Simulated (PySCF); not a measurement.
Ga(Et)(OH)(OMe), C3H9GaO2, SMILES C[CH2][Ga]([OH])[O]C, GFN2-xTB optimised geometry.

```
15

Ga     0.22     0.38     0.00
C     -0.80    -1.41     0.01
C      0.16    -2.57    -0.19
H     -1.56    -1.37    -0.77
H     -1.32    -1.49     0.97
H      0.93    -2.57     0.57
H      0.65    -2.50    -1.16
H     -0.38    -3.52    -0.14
O      1.96     0.38     0.00
H      2.46     1.20     0.00
O     -0.39     2.05     0.00
C     -1.55     2.85     0.00
H     -2.46     2.26    -0.05
H     -1.56     3.45     0.91
H     -1.51     3.52    -0.87
```

Density from PBE0/def2-TZVP in PySCF 2.14.0 at that geometry.

Minimum of the electron density along straight lines between bonded atoms, close to the bond critical point (lines longer than 1.1 times the sum of covalent radii, or with two minima, are not listed):

| bond | length / Å | ρ at the minimum / e bohr⁻³ | ∇²ρ there / e bohr⁻⁵ | position (fraction from the first atom) |
|---|---|---|---|---|
| Ga1–C2 | 2.058 | 0.100 | ? | 0.48 |
| C2–C3 | 1.520 | 0.245 | ? | 0.51 |
| C2–H4 | 1.093 | 0.275 | -0.92 | 0.64 |
| C2–H5 | 1.093 | 0.275 | -0.92 | 0.64 |
| C3–H6 | 1.089 | 0.280 | -0.96 | 0.64 |
| C3–H7 | 1.089 | 0.280 | -0.96 | 0.64 |
| C3–H8 | 1.090 | 0.278 | -0.95 | 0.64 |
| Ga1–O9 | 1.747 | 0.146 | 0.84 | 0.49 |
| O9–H10 | 0.956 | ? | -2.47 | 0.81 |
| Ga1–O11 | 1.768 | 0.133 | 0.79 | 0.49 |
| O11–C12 | 1.409 | 0.257 | -0.52 | 0.65 |
| C12–H13 | 1.093 | 0.283 | -0.99 | 0.64 |
| C12–H14 | 1.094 | 0.283 | -1.00 | 0.64 |
| C12–H15 | 1.094 | 0.283 | -1.00 | 0.64 |

**Question.** Complete the blanks.

**Answer.** 
- Ga1–C2, ∇²ρ there / e bohr⁻⁵: 0.11
- C2–C3, ∇²ρ there / e bohr⁻⁵: -0.60
- O9–H10, ρ at the minimum / e bohr⁻³: 0.361
